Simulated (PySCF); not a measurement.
C2H6BBrO, SMILES O(CC)BBr.

Geometry: PBE0-D3(BJ)/def2-SVP. The structure was generated by enumeration, and PubChem lists no compound with its InChIKey, so it may never have been made. The values are those of a single conformer.

Calculation: PBE/def2-TZVP in PySCF.

The molecule is in vacuum.

```
Item                                                                                                           Result
---------------------------------------------------------------------------------------------  ----------------------
total energy                                                                                      -2753.57487 hartree
highest occupied level                                                                                       -6.81 eV
lowest empty level                                                                                           -1.40 eV
orbital gap                                                                                                   5.41 eV
dipole moment                                                                                                  2.89 D
quadrupole, principal values (traceless, Buckingham form, about the centre of nuclear charge)  -4.07, -1.75, 5.81 D·Å
mean static polarisability                                                                       66.0 bohr³ (9.79 Å³)
polarisability, principal values                                                               52.2, 56.9, 89.0 bohr³
```
